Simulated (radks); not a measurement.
The nuclear charge of the iron ion Fe+ is varied continuously with 25 electrons held in [Ar] 3d6 4s1. Calculated with a radial shooting solver on a logarithmic mesh with Libxc functionals: non-relativistic Kohn-Sham, r2SCAN, spin-unpolarised, spherical densities, point nucleus; meta-GGA in the generalised Kohn-Sham scheme. By the Hellmann-Feynman theorem dE/dZ = E(electron-nucleus)/Z, the electronic potential at the nucleus.

Z     E (hartree)  E(electron-nucleus)/Z (hartree)  HOMO  e(HOMO) (eV)  <r> HOMO (bohr)
25.5  -1206.19826                         -112.416    4s        -7.665            3.030
26    -1263.12779                         -115.300    4s       -12.068            2.759
26.5  -1321.49534                         -118.169    4s       -17.102            2.543
27    -1381.29456                         -121.027    4s       -22.716            2.367

The central difference of E at Z = 26 is -115.297 hartree, to compare with the third column; the second derivative is -5.75 hartree.
